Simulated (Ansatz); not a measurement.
Consider the atomization: `[O][Si](O)(O)O`• → 3 H• + 4 O• + Si•.

Calculated with Ansatz (gas phase, PBE0-D4/def2-TZVP geometries, no zero-point term in ΔE). CCSD(T)/CBS adds triple-zeta CCSD(T) − MP2 to the extrapolated MP2 energy (def2 sets, frozen cores). This one scheme is used for every species, atoms too. Functionals use def2-TZVPP. B3LYP here is the variant with VWN-RPA as its local correlation; programs differ in this. Open shells (•) are unrestricted, without spin–orbit coupling. Spin–orbit coupling would lower the free atoms: a little for O, Si. Each species was taken in one conformer, which may not be the lowest.

`[O][Si](O)(O)O`•:

```xyz
8

O    -1.036    1.156   -1.041
Si   -0.111    0.179   -0.076
O    -0.627   -1.310   -0.496
O    -0.379    0.635    1.457
O     1.495    0.243   -0.307
H    -1.568   -1.486   -0.441
H     0.380    0.655    2.043
H     1.846   -0.072   -1.140
```

CCSD(T)/CBS gives +775.6 kcal/mol.

Question: Another level gave +771.2 kcal/mol. Which?
A. MP2/def2-TZVPP
B. B3LYP/def2-TZVPP
C. ωB97X-V/def2-TZVPP
D. PBE0/def2-TZVPP

Answer: C. ωB97X-V 771.2, B3LYP 759.4, PBE0 756.2, MP2/def2-TZVPP 774.7 kcal/mol.

Largest T1 diagnostic among the species: 0.015.

From r2SCAN to r2SCAN0 (25 % exact exchange), in def2-TZVPP and without D4, ΔE moves by −23.3 kcal/mol: exact exchange takes away binding that semilocal exchange gives to molecules. The D4 term adds +6.0 kcal/mol with B3LYP and +3.1 kcal/mol with PBE0; it sums over pairs of atoms, weighted by their polarisabilities, and B3LYP, whose exchange is more repulsive, gets the larger term. At CCSD(T), def2-SVP lies −82.2 kcal/mol from the extrapolated value and def2-TZVPP −27.5 kcal/mol: correlation converges slowly with the basis, and small sets miss more of it in the bonded molecule than in its fragments.

For atomizations the MP2-based limit and the directly extrapolated one differ by several kJ/mol either way, and by 10 to 25 for some Ge, Se and Sn compounds, so smaller differences from it don't rank the levels.
